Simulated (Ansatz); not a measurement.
Abridged output of a molecular run in Ansatz:

```
Functional definition: HF
729 factors; integrals over basis functions are off by at most 7.3e-4 eV
mean field evaluation 1: about -19713.5122 eV, gradient 3.9e1 eV
mean field evaluation 2: about -19713.5299 eV, gradient 3.9e1 eV
mean field evaluation 4: about -19716.8433 eV, gradient 2.4e0 eV
mean field evaluation 8: about -19716.8667 eV, gradient 1.6e-4 eV
mean field -19716.86670126 eV, -724.5814866989 hartree, gradient 1.8e-6 eV, S^2 0.000000; 0 other end points of the search recorded, 0 dependent functions left out
10 core orbitals not correlated: weight in the atoms' cores, before any rotation towards them, 1.000 or more for the frozen orbitals, at most 0.000 for the correlated occupied ones
reference -19716.86670126 eV, -724.5814866989 hartree; 14, 14 occupied and 44, 44 virtual orbitals, 729 factors
second order -11.15572460 eV of doubles, -0.00000000 eV of singles
cycle   1  -11.45611911 eV  change   -3.0e-1 eV  update   9.2e-2
cycle   2  -11.73659697 eV  change   -2.8e-1 eV  update   3.0e-2
cycle   3  -11.83406756 eV  change   -9.7e-2 eV  update   2.0e-2
cycle   4  -11.83389593 eV  change    1.7e-4 eV  update   5.6e-3
cycle   5  -11.83021270 eV  change    3.7e-3 eV  update   2.5e-3
cycle   6  -11.83030397 eV  change   -9.1e-5 eV  update   9.2e-4
cycle   7  -11.83016313 eV  change    1.4e-4 eV  update   3.0e-4
cycle   8  -11.83014215 eV  change    2.1e-5 eV  update   9.3e-5
cycle   9  -11.83017802 eV  change   -3.6e-5 eV  update   3.3e-5
cycle  10  -11.83017927 eV  change   -1.2e-6 eV  update   1.3e-5
perturbative correction -0.27469944 eV, -0.0100950183 hartree
Total energy: -19728.97157997 eV, -725.0263327865 hartree
```

Its atoms:

Cartesian coordinates in Å:
```
O -1.442 0.450 -0.050
In 0.328 -0.349 -0.373
Cl 1.795 0.257 1.338
H -1.453 0.971 0.758
H 0.772 -1.330 -1.673
```

Question: Which basis set was used?
A. def2-QZVPP
B. def2-SVP
C. cc-pV(Q+d)Z
D. def2-TZVPP

Answer: B. It gives 68 functions.

Question: Write the keys of the input that set method, charge and spin (a neutral closed shell needs none for the last two).

Answer: 
```yaml
correlation: {method: ccsd_t}
```
